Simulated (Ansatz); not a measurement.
A series at Zr: from `[F][Zr]([Cl])([Cl])[Cl]`, ligands are replaced one by one, each step taking up H–F and setting free HCl; n counts the steps. Ansatz, PBE0-D4/def2-TZVP geometries.

```csv
n,molecule,"HOMO energy, ωB97M-V/def2-TZVPP (eV)"
0,`[F][Zr]([Cl])([Cl])[Cl]`,-11.89
1,`[F][Zr]([F])([Cl])[Cl]`,-12.02
2,`[F][Zr]([F])([F])[Cl]`,-12.26
3,`[F][Zr]([F])([F])[F]`,?
```

Q: By hand: fit a straight line y = ȳ + b (n − n̄) to the 3 given rows and predict n = 3.

A: n̄ = 1.000, ȳ = -12.057; Σ(n − n̄)(y − ȳ) = -0.370, Σ(n − n̄)² = 2.000, so b = -0.185 eV a step. Prediction: -12.057 + (-0.185) × (2.000) = -12.43 eV.

Q: By hand: compare with the computed value, -14.72 eV, and give the steps along the whole series.

A: The line misses by -2.29 eV (computed minus predicted). Steps: -0.13, -0.24, -2.46 eV.

One step carries most of the change, so a line is a poor guide. The highest orbital can change its character along such a series. The miss is 80.9 % of the series' range.
